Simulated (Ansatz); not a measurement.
This geometry of CH$_{6}$AlBSe (10 atoms, charge 0, multiplicity 1) is a first-order saddle point.

These are results of RKS BLYP-D4/def2-SVP in Ansatz, not measurements.

```xyz
10
Properties=species:S:1:pos:R:3
C -0.904 -0.194 -1.596
Se -1.267 -1.372 -0.020
B -0.080 -0.775 1.353
Al 1.336 0.817 1.227
H -1.576 -0.525 -2.408
H -1.116 0.856 -1.334
H 0.149 -0.303 -1.908
H -0.255 -1.457 2.345
H 2.284 1.217 2.454
H 1.512 1.685 -0.110
```

(1) Which two structures does it join? (They come from a converged band through this point; their orientation in space is the band's.)

(2) How far does it lie above each of them?

Results:

(1) No bond is made or broken. The dihedral Se2–B3–Al4–H9 goes from 90 to -89°. The two ends are copies of one structure, up to a mirror image or an exchange of like atoms.

First end point:

```xyz
10
Properties=species:S:1:pos:R:3
C -1.371 0.301 -1.093
Se -1.167 -1.475 -0.191
B 0.432 -1.269 0.839
Al 1.618 0.478 0.917
H -2.275 0.255 -1.728
H -1.496 1.092 -0.331
H -0.486 0.499 -1.726
H 0.670 -2.298 1.446
H 1.360 1.625 2.009
H 2.798 0.741 -0.138
```

Last end point:

```xyz
10
Properties=species:S:1:pos:R:3
C -1.352 0.289 -1.121
Se -1.157 -1.481 -0.204
B 0.423 -1.263 0.854
Al 1.598 0.492 0.944
H -2.255 0.241 -1.757
H -1.476 1.086 -0.366
H -0.465 0.478 -1.754
H 0.653 -2.287 1.470
H 2.809 0.745 -0.078
H 1.304 1.649 2.016
```

(2) 1.5 kcal/mol above the first and 1.5 kcal/mol above the second. This is the barrier of this one path; another mechanism may lie lower.

Time of the run: 88 s on 2 threads of Intel(R) Xeon(R) Platinum 8259CL CPU @ 2.50GHz (Skylake/Cascade Lake), with other jobs on the host, peak memory 0.17 GiB.
